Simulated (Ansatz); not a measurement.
`OB(S)[SiH2][SiH3]` + `[CH2]1[NH][AlH]1` → `[SiH3][SiH2][N]1[CH2][AlH]1` + `OBS`  (cleavage of the Si–B bond)

Computed with Ansatz on PBE0-D4/def2-TZVP structures; ΔE is electronic, products minus reactants. CCSD(T)/CBS is the MP2 limit (def2-TZVPP, def2-QZVPP) plus CCSD(T) − MP2 in def2-TZVPP, frozen cores. DFT in def2-TZVPP. B3LYP here is the variant with VWN-RPA as its local correlation; programs differ in this. Each species was taken in one conformer, which may not be the lowest.

| level | ΔE (kJ/mol) |
| --- | --- |
| PBE0-D4 | -68.9 |
| ωB97X-V | -77.7 |
| ωB97M-V | -80.8 |
| r2SCAN | -74.3 |
| B3LYP | -78.7 |
| HF/def2-TZVPP | -99.2 |
| MP2/def2-TZVPP | -87.5 |
| CCSD/CBS(def2) | -82.0 |

Task: What does CCSD(T)/CBS give? (Best estimate.)

Result: Computed: -79.6 kJ/mol. The listed levels differ from it by 10.7, 1.9, -1.2, 5.3, 0.9, -19.6, -7.9, -2.4 kJ/mol.

Largest T1 diagnostic among the species: 0.015.

In def2-TZVPP, CCSD(T) changes the Hartree–Fock value by +18.6 kJ/mol (the triples alone add +2.4 kJ/mol) and MP2 by +11.7 kJ/mol. From PBE to PBE0 (25 % exact exchange), in def2-TZVPP and without D4, ΔE moves by −6.4 kJ/mol.
